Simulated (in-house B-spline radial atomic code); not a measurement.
# RPA and G0W0 on Hartree-Fock: Se³¹⁺

Configuration [He] 2s1, highest spin, mean-field start Hartree-Fock. Computed with a B-spline radial code for spherical atoms: all electrons, non-relativistic, point nucleus, each spin shell either full or empty, empty states to l = 9 with an (l + 1/2)⁻⁴ tail; G0W0 by contour deformation at full frequency.

Command:
```bash
python run_gw.py task.json out
```
Settings (radii: box in bohr, nucleus in fm):
```
Z                        34
electrons                3
configuration            [He] 2s1
hamiltonian              nr
method                   hf
lmax                     9
spin_polarised           True
box_radius               2.97
intervals                45
ion_configuration        1s2
```

Cost of the run: 1.3 s on 1 thread of Arm Neoverse N1 (shared host).

Energies (hartree):

| term | value |
| --- | --- |
| mean-field total | -1266.08066 |
| Hartree-Fock functional on these orbitals | -1266.08066 |
| direct second order | -0.2176 |
| second-order exchange | 0.16538 |
| SOSEX correction | 0.15084 |

Task: What is the RPA correlation energy, and what remains with SOSEX?

Result: RPA gives -0.20241 hartree (-1.84 eV per electron); RPA + SOSEX gives -0.051568, and the second-order doubles (MP2) -0.052227 hartree. SOSEX takes back 75 % of the RPA value.

Quasi-particle levels (eV):

```json
{"level": "2s up", "occupied": "yes", "mean field": "-3570.68", "Σx - vxc": "0.00", "Σc": "?", "QP weight": "?", "G0W0": "?"}
{"level": "1s down", "occupied": "yes", "mean field": "-14967.55", "Σx - vxc": "0.00", "Σc": "2.04", "QP weight": "0.999", "G0W0": "-14965.51"}
{"level": "1s up", "occupied": "yes", "mean field": "-14986.71", "Σx - vxc": "0.00", "Σc": "4.97", "QP weight": "0.982", "G0W0": "-14981.74"}
{"level": "2s down", "occupied": "no", "mean field": "-3436.92", "Σx - vxc": "0.00", "Σc": "-7.43", "QP weight": "0.977", "G0W0": "-3444.34"}
```

G0W0 = mean field + (Σx - vxc) + Σc, with Σc (partial-wave tail included) taken at the quasi-particle energy.

Task: Where does G0W0 put 2s up?

Result: At -3575.83 eV, with Σc = -5.15 eV and a quasi-particle weight of 0.988. The tabulated removal energy is 3636.526 ± 0.007 eV (NIST, tabulated theory); the calculation leaves out relativity, Breit and QED terms, and what these don't explain is the method's own error.

Task: What does it cost to remove one electron (to 1s2) by differences of total energies, each species on its own start (correlation terms add to the Hartree-Fock functional)?

Result: Hartree-Fock functional 3570.67 eV, + RPA 3573.69 eV, + RPA + SOSEX 3570.83 eV, + second order 3570.84 eV. Tabulated: 3636.526 ± 0.007 eV (NIST, tabulated theory); the calculation leaves out relativity, Breit and QED terms, and what these don't explain is the method's own error.
